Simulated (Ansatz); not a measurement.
This geometry of C3H8GeTe (13 atoms, charge 0, multiplicity 1) is a first-order saddle point.

Computed with Ansatz, RKS PBE0/def2-SVP.

```xyz
13
Properties=species:S:1:pos:R:3
C -0.167 -0.511 2.680
C -0.052 -1.175 1.530
Te 1.718 -1.178 0.354
Ge 0.507 -0.279 -1.730
C -0.307 1.471 -1.388
H -1.081 -0.598 3.279
H 0.626 0.131 3.074
H -0.862 -1.813 1.160
H -0.564 -1.304 -2.160
H 1.594 -0.205 -2.821
H -0.066 1.807 -0.370
H -1.399 1.407 -1.490
H 0.074 2.213 -2.105
```

Task: Which two structures does it join? (They come from a converged band through this point; their orientation in space is the band's.)

Result: No bond is made or broken. The dihedral Te3–Ge4–C5–H13 goes from -177 to 62°.

Initial state:

```xyz
13
Properties=species:S:1:pos:R:3
C -0.290 -0.674 2.759
C -0.113 -1.163 1.532
Te 1.712 -1.016 0.459
Ge 0.555 -0.231 -1.697
C -0.211 1.552 -1.486
H -1.231 -0.844 3.294
H 0.480 -0.096 3.280
H -0.903 -1.738 1.035
H -0.546 -1.254 -2.051
H 1.645 -0.254 -2.787
H 0.584 2.281 -1.279
H -0.918 1.555 -0.643
H -0.745 1.848 -2.402
```

Final state:

```xyz
13
Properties=species:S:1:pos:R:3
C -0.182 -0.614 2.761
C -0.058 -1.153 1.548
Te 1.720 -1.049 0.393
Ge 0.483 -0.262 -1.718
C -0.261 1.526 -1.479
H -1.100 -0.760 3.342
H 0.610 -0.017 3.223
H -0.867 -1.746 1.108
H -0.638 -1.278 -2.026
H 1.529 -0.293 -2.850
H -0.932 1.536 -0.608
H -0.830 1.824 -2.372
H 0.547 2.251 -1.307
```

Task: How far does it lie above each of them?

Result: 0.053 eV above the first and 0.053 eV above the second. This is the barrier of this one path; another mechanism may lie lower.

Run time: 12 min on 2 threads of Intel(R) Xeon(R) Platinum 8488C (Sapphire Rapids), with other jobs on the host, peak memory 0.49 GiB.
